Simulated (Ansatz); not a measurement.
The cluster Hg2O3⁻. Charge -1, multiplicity 2. Geometry PBE0-D4/def2-SVPD.

```xyz
5

Hg   -0.370   -0.250   -0.777
Hg    1.487    0.475    1.666
O    -0.703    0.562    1.370
O    -2.083   -0.476   -1.814
O     1.669   -0.310   -0.446
```

In the def2 sets Hg takes a core potential; there is no spin–orbit coupling. HSE06 is defined as in plane-wave codes, on full-range PBE exchange. At PBE-D4/def2-TZVPD, r2SCAN-D4/def2-TZVPD, PBE0-D4/def2-TZVPD, HSE06-D4/def2-TZVPD and others the charge -1 doublet is spin-contaminated (final ⟨S²⟩ up to 1.59, 0.75 for a pure state). The geometry of the doublet was relaxed on an unsound state (⟨S²⟩ 1.58, where a pure state has 0.75). Another isomer (doublet) lies 2.14 eV lower at PBE0-D4/def2-TZVPD; other spin states weren't run for this one.

**Question.** Estimate the α-spin orbital energies around the gap (eV) in Ansatz with PBE-D4/def2-TZVPD, r2SCAN-D4/def2-TZVPD, PBE0-D4/def2-TZVPD, HSE06-D4/def2-TZVPD, ωB97X-V/def2-TZVPD.

**Answer.** 
| orbital | PBE-D4/def2-TZVPD | r2SCAN-D4/def2-TZVPD | PBE0-D4/def2-TZVPD | HSE06-D4/def2-TZVPD | ωB97X-V/def2-TZVPD |
| --- | --- | --- | --- | --- | --- |
| HOMO−5 | -2.48 | -2.93 | -4.20 | -3.77 | -6.89 |
| HOMO−4 | -2.07 | -2.63 | -4.04 | -3.64 | -6.35 |
| HOMO−3 | -2.02 | -2.22 | -3.12 | -2.71 | -5.60 |
| HOMO−2 | -1.53 | -1.92 | -2.94 | -2.56 | -5.20 |
| HOMO−1 | -1.47 | -1.67 | -2.82 | -2.41 | -5.12 |
| HOMO | -1.24 | -1.63 | -2.44 | -2.06 | -4.46 |
| LUMO | -0.52 | -0.04 | 0.83 | 0.46 | 2.60 |
| LUMO+1 | 2.36 | 2.56 | 3.06 | 2.73 | 4.49 |
| LUMO+2 | 2.58 | 3.11 | 3.31 | 3.00 | 4.52 |
| LUMO+3 | 3.10 | 3.74 | 3.74 | 3.45 | 4.86 |
| LUMO+4 | 3.35 | 3.96 | 4.02 | 3.75 | 5.18 |
| LUMO+5 | 3.65 | 4.15 | 4.09 | 3.80 | 5.19 |
| β HOMO | -1.01 | -1.28 | -2.11 | -1.71 | -4.27 |
| β LUMO | -0.38 | 0.09 | 1.09 | 0.70 | 3.08 |
